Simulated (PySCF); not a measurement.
## C6H4N2: calculation and literature

Geometry:
```tsv
atom	x (Å)	y (Å)	z (Å)
N1	3.596	-0.597	-0.141
C2	2.456	-0.494	-0.106
C3	1.046	-0.307	-0.057
C4	0.535	0.984	0.093
C5	-0.841	1.135	0.138
C6	-1.642	0.008	0.034
C7	-1.026	-1.229	-0.114
N8	0.279	-1.390	-0.158
H9	1.202	1.828	0.169
H10	-1.279	2.116	0.251
H11	-2.717	0.084	0.067
H12	-1.607	-2.138	-0.203
```

[PySCF 2.14: GIAO PBE0/pcSseg-1 shieldings; GFN2-xTB structure; single conformer; relativity neglected; in vacuum]

Reference values: estimated from measurements, as parent shift plus tabulated substituent increment (solution, not stated per compound (mostly CDCl3 or CCl4); Pretsch, Buehlmann, Badertscher, Structure Determination of Organic Compounds, 4th ed. (2009)).
```json
{"atoms": "C7", "quantity": "δ ¹³C", "reference": "151.2", "computed": "156.2", "computed, scaled": "150.0"}
{"atoms": "C5", "quantity": "δ ¹³C", "reference": "137.0", "computed": "142.5", "computed, scaled": "136.7"}
{"atoms": "C3", "quantity": "δ ¹³C", "reference": "134.0", "computed": "140.0", "computed, scaled": "134.2"}
{"atoms": "C4", "quantity": "δ ¹³C", "reference": "128.5", "computed": "137.0", "computed, scaled": "131.4"}
{"atoms": "C6", "quantity": "δ ¹³C", "reference": "126.9", "computed": "130.8", "computed, scaled": "125.3"}
{"atoms": "H12", "quantity": "δ ¹H", "reference": "8.74", "computed": "9.08", "computed, scaled": "8.66"}
{"atoms": "H10", "quantity": "δ ¹H", "reference": "7.88", "computed": "8.08", "computed, scaled": "7.71"}
{"atoms": "H9", "quantity": "δ ¹H", "reference": "7.77", "computed": "7.92", "computed, scaled": "7.56"}
{"atoms": "H11", "quantity": "δ ¹H", "reference": "7.60", "computed": "7.56", "computed, scaled": "7.22"}
```

Computed shifts are σ(ref) − σ with the named reference compound (TMS for H and C) calculated as an isolated molecule at the same level. The measured values may be among those fitted. Expected solution values come from regression of measured δ (H and C: mostly CDCl3, vs TMS) on computed σ: ¹³C: δ = 179.97 − 0.974σ (rms 2.1 ppm, 958 shifts, 2.3 ppm with the 13 outliers that the fit left out); ¹H: δ = 30.01 − 0.943σ (rms 0.17 ppm, 504 shifts, 0.18 ppm with the 4 outliers that the fit left out). Occasional misses reach two or three times the rms, and more in compound classes unlike the fitted ones.

**Question.** How far are the unscaled ¹³C shifts from the references?

**Answer.** Mean signed difference +5.78 ppm, mean absolute 5.78 ppm over 5 comparisons; the largest is +8.5 ppm at C4 (aromatic CH).

**Question.** How far are the unscaled ¹H shifts from the references?

**Answer.** Mean signed difference +0.16 ppm, mean absolute 0.18 ppm over 4 comparisons; the largest is +0.34 ppm at H12 (hydrogen on an aromatic CH next to a ring nitrogen).
